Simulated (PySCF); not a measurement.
**Electronic absorption of (NaCl)2 ring**

Species: (NaCl)2 ring, Na₂Cl₂.
Cartesian coordinates in Å at the PBE0-D3(BJ)/def2-SVP level; atoms count from 1:
```xyz
4
Na2Cl2 angstrom
Na    -1.4439    0.0609   -0.6649
Cl    -0.7999   -0.5838    1.6760
Na     1.4444   -0.0633    0.6656
Cl     0.7995    0.5862   -1.6766
```

Theory: PySCF 2.14.0, density-fitted response routines, TDDFT PBE0/def2-SVPD, vertical, gas phase, core orbitals frozen in the response.

```csv
state,E (eV),E (kJ/mol),λ (nm),f,|μ| (D),"main configurations (H = HOMO, L = LUMO)"
S1,5.45,526,227.6,0.0000,0.02,H→L (98%)
S2,5.59,539,221.8,0.072,1.84,H-1→L (98%)
S3,5.63,543,220.2,0.068,1.79,H-2→L (98%)
S4,5.82,562,213.0,0.0000,0.03,H-3→L (98%)
S5,5.97,576,207.7,0.0000,0.00,H→L+1 (98%)
S6,6.05,584,204.8,0.0000,0.01,H-1→L+1 (98%)
S7,6.07,586,204.3,0.183,2.82,H-4→L (99%)
S8,6.12,591,202.5,0.0000,0.01,H-2→L+1 (98%)
S9,6.27,605,197.7,0.0000,0.01,H-5→L (96%)
S10,6.44,621,192.5,0.013,0.74,H-3→L+1 (93%)
```

Triplets, Tamm–Dancoff:

```
state  E (eV)  λ (nm)  main configurations (H = HOMO, L = LUMO)
   T1    5.36   231.2                                 H→L (97%)
   T2    5.45   227.6                               H-1→L (98%)
   T3    5.51   225.2                               H-2→L (96%)
   T4    5.70   217.6                               H-3→L (96%)
```

The lowest singlet comes at 228 nm (526 kJ/mol) in the ultraviolet; it is dark (f under 0.0005); its leading configuration is HOMO→LUMO (98%). The most intense listed level is S7 at 6.07 eV (204 nm, f = 0.183), 0.62 eV above S1. Löwdin shares by element: HOMO chlorine 95%; LUMO sodium 90%, chlorine 10%. The listed states span 0.99 eV, and the widest gap between neighbours is 0.19 eV (S3 to S4). The oscillator strengths of these states sum to 0.337; summed over the whole spectrum of an exact calculation they would give the number of electrons, 56 (Thomas–Reiche–Kuhn). Weighted by f, the mean energy of these states is 5.89 eV. The vertical ionisation energy (ΔSCF) is 9.51 eV, 3.07 eV above S10. The window holds the lowest 10 singlets.
